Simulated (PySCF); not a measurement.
SiTe and its ions

r²SCAN; PySCF, spin-free X2C with a Gaussian nucleus, basis sets Si x2c-SVPall, Te x2c-SVPall. Neutral (UKS): singlet (closed shell), Re = 2.283 Å, ωe = 491 cm⁻¹, De = 4.67 eV, HOMO -6.56 eV, LUMO -3.22 eV.

SiTe⁺ (UKS): doublet (π ↑), Re = 2.430 Å, ωe = 394 cm⁻¹, De = 3.69 eV to Si⁺ + Te. The energies at the minima are -7082.97348 hartree for SiTe and -7082.63134 for SiTe⁺.

Q: Work out the adiabatic ionisation energy, without and with harmonic zero-point energies (1 hartree = 27.2114 eV, 1 eV = 8065.5 cm⁻¹), and the change of the bond length.

A: At r²SCAN: 0.34214 hartree = 9.310 eV between the minima; the zero-point term (394.0 − 491.0)/2 cm⁻¹ = -0.006 eV makes it 9.304 eV. Re changes by +14.7 pm against the neutral. Minus the HOMO energy is 6.56 eV, -2.75 eV from the value between the minima; self-interaction puts the Kohn–Sham level too high, less so with exact exchange. The electron leaves a π orbital, and the longer bond of the ion fits a bonding orbital, or a change in how ionic the bond is.

Spin–orbit coupling is left out, which matters for elements this heavy, above all for dissociation energies. For an ion De counts to the pair picked by the measured ionisation energies or electron affinities, which need not be the lowest pair at this level. States were picked by a PBE0 search and need not be the measured ground states.
